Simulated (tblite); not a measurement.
CH5NSSi.
Atom-mapped SMILES: `[H]/[N:1]=[CH:2]\[SiH2:3][SH:4]` (hydrogens: H5 on N1; H6 on C2; H7, H8 on Si3; H9 on S4)

Computed with GFN2-xTB (tblite), gas phase: L-BFGS steps from a force-field or distance-geometry start until the largest atomic force falls under 0.01 eV/Å.

The end geometry, which sets the zero of energy:
```
atom  x, y, z in Å
N1      2.0332    0.3314   -0.2155
C2      0.9835    0.2236    0.4671
Si3    -0.6326   -0.6901    0.0278
S4     -2.2466    0.7234    0.1800
H5      2.0172   -0.1366   -1.1220
H6      1.0209    0.7325    1.4312
H7     -0.5627   -1.1909   -1.3423
H8     -0.9406   -1.7043    1.0203
H9     -1.6587    1.7169   -0.4718
```

**Question.** These geometries come from the run, each turned onto the end geometry. Order them by energy, lowest first.
A.
```
atom  x, y, z in Å
N1      1.9488    0.4354   -0.2682
C2      0.9450    0.2128    0.4543
Si3    -0.6418   -0.7591    0.0295
S4     -2.2037    0.7215   -0.0720
H5      1.9251    0.0181   -1.1991
H6      0.9962    0.6703    1.4436
H7     -0.5070   -1.4067   -1.2722
H8     -1.0255   -1.6681    1.0968
H9     -1.4236    1.7817   -0.2379
```
B.
```
atom  x, y, z in Å
N1      1.9684    0.4192   -0.2724
C2      0.9725    0.1880    0.4580
Si3    -0.6362   -0.7302    0.0137
S4     -2.2222    0.7295   -0.2117
H5      1.8492    0.0432   -1.2094
H6      1.0652    0.5742    1.4684
H7     -0.4210   -1.4883   -1.2221
H8     -1.0041   -1.6098    1.1186
H9     -1.5582    1.8801   -0.1684
```
C.
```
atom  x, y, z in Å
N1      1.9557    0.4201   -0.2759
C2      0.9649    0.1994    0.4641
Si3    -0.6373   -0.7421    0.0296
S4     -2.2232    0.6974   -0.2044
H5      1.8872    0.0484   -1.2242
H6      1.0560    0.6043    1.4717
H7     -0.4742   -1.4221   -1.2505
H8     -1.0318   -1.5988    1.1363
H9     -1.4837    1.7994   -0.1719
```
D.
```
atom  x, y, z in Å
N1      1.9640    0.4170   -0.2738
C2      0.9726    0.1944    0.4591
Si3    -0.6443   -0.7241    0.0247
S4     -2.2428    0.7084   -0.2187
H5      1.8743    0.0491   -1.2202
H6      1.0729    0.5813    1.4655
H7     -0.4412   -1.4506   -1.2242
H8     -1.0224   -1.6057    1.1281
H9     -1.5195    1.8359   -0.1657
```
E.
```
atom  x, y, z in Å
N1      1.9848    0.3772   -0.2476
C2      0.9605    0.2185    0.4637
Si3    -0.6377   -0.7254    0.0325
S4     -2.2307    0.7192    0.0944
H5      1.9566   -0.0772   -1.1613
H6      1.0034    0.7118    1.4349
H7     -0.4961   -1.2707   -1.3158
H8     -0.9907   -1.6930    1.0556
H9     -1.5364    1.7455   -0.3814
```

**Answer.** E (0.004 eV), A (0.009 eV), C (0.015 eV), D (0.028 eV), B (0.050 eV).

In the order of the answer:

```tsv
step	E above end (eV)	largest force (eV/Å)	rms force component (eV/Å)	rms distance from end (Å)	rms bond change (Å)	bond most changed (Å)
49	0.004	0.06	0.019	0.084	0.001	C2–Si3 -0.002
39	0.009	0.03	0.013	0.188	0.001	Si3–S4 +0.004
18	0.015	0.08	0.027	0.231	0.002	Si3–S4 +0.004
8	0.028	0.32	0.133	0.240	0.008	S4–H9 +0.015
6	0.050	0.38	0.124	0.246	0.007	Si3–S4 +0.016
```

The cost below is that of the whole relaxation. Time: 0.58 s wall. Hardware: an Intel Xeon at 2.70 GHz with one thread (shared host).
